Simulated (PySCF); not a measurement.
# 2 SnH₃ → SnH₂ + SnH₄

Level: PBE0 in the def2-TZVP basis family, computed in PySCF with density fitting; scalar-relativistic core potentials for atoms from Rb on, none lighter, no spin–orbit coupling; open shells unrestricted.

```json
{"species": "SnH₃", "state and structure": "doublet, C3v, Sn–H 1.715 Å (×3); H–Sn–H 109.7° (×3)", "E (Eh)": "-216.04148", "ZPE (kJ/mol)": "46.3", "H(298 K) − H(0) (kJ/mol)": "10.9", "S° (J/(mol K))": "240.1"}
{"species": "SnH₂", "state and structure": "singlet, C2v, Sn–H 1.773 Å (×2); H–Sn–H 90.6°", "E (Eh)": "-215.45814", "ZPE (kJ/mol)": "25.5", "H(298 K) − H(0) (kJ/mol)": "10.1", "S° (J/(mol K))": "229.6"}
{"species": "SnH₄", "state and structure": "singlet, Td, Sn–H 1.704 Å (×4)", "E (Eh)": "-216.66474", "ZPE (kJ/mol)": "68.3", "H(298 K) − H(0) (kJ/mol)": "11.3", "S° (J/(mol K))": "228.6"}
```

(1) What is the electronic reaction energy?

(2) Add zero-point, thermal and entropy terms for 298.15 K and 1 bar.

Results:

(1) At PBE0/def2-TZVP, ΔE = -104.8 kJ/mol from the differences of the total energies times 2625.5, downhill. The bond broken in SnH₃ is weaker than the one that a second molecule gains.

(2) ΔZPE = 1.2 and Δ[H(298) − H(0)] = -0.4 kJ/mol give ΔH° = -104.0 kJ/mol. ΔS° = -22.0 J/(mol K), so ΔG° = -104.0 − 298.15 × (-0.0220) = -97 kJ/mol and log₁₀K = 17.1.

Only the bonding shown was studied: isomers, or loss of a ligand pair, can lie lower.
